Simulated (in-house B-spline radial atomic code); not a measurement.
Radial electron density of the germanium ion Ge⁶⁺, [Ar] 3d8. Method: scalar-relativistic (X2C) PBE, spin-polarised, spherical fractional occupations, Fermi nucleus of rms radius 4.0742 fm. Calculated with an all-electron radial atomic-structure program (B-spline basis).

One-electron X2C: radii and densities carry no picture-change correction, so inner-shell <1/r> comes out high (for 1s by about 2 % at Z = 33, 5 % at 54, 10 % at 75, 30 % at 118) and <r> low.

Columns: r (bohr), 4πr²n(r) (electrons per bohr), bar.

```
 0.00178    1.158 #
 0.00212    1.564 ##
 0.00253    2.112 ##
 0.00301    2.825 ###
 0.00359    3.773 ####
 0.00427    4.985 #####
 0.00509    6.559 ######
 0.00606    8.535 ########
 0.00722       11 ###########
 0.00859    13.95 #############
  0.0102    17.39 #################
  0.0122    21.46 #####################
  0.0145    25.71 #########################
  0.0173    30.11 #############################
  0.0206    34.11 #################################
  0.0245    37.26 ####################################
  0.0292    39.11 ######################################
  0.0348    39.26 ######################################
  0.0414    37.77 ####################################
  0.0493    35.21 ##################################
  0.0587     32.7 ################################
  0.0699    31.69 ###############################
  0.0833    33.27 ################################
  0.0992    37.38 ####################################
   0.118    42.38 #########################################
   0.141    45.63 ############################################
   0.168    44.43 ###########################################
     0.2     38.5 #####################################
   0.238    30.33 #############################
   0.283    24.01 #######################
   0.337    22.34 ######################
   0.401    24.71 ########################
   0.478    27.47 ##########################
   0.569    26.88 ##########################
   0.678    22.07 #####################
   0.807    15.04 ###############
   0.962     8.42 ########
    1.15    3.807 ####
    1.36    1.486 #
    1.62   0.4475 
    1.93   0.1034 
     2.3  0.01715
```

On this grid the curve has 3 maxima, near 0.0348, 0.141, 0.478 bohr.

The 3d up radial function P(r) = rR(r), positive near the nucleus:

```csv
r (bohr),P
0.0145,0.001336
0.0206,0.003539
0.0292,0.009115
0.0414,0.02277
0.0587,0.05443
0.0833,0.1228
0.118,0.2549
0.168,0.4804
0.238,0.7846
0.337,1.086
0.478,1.231
0.678,1.099
0.962,0.7443
1.36,0.3581
1.93,0.1049
```
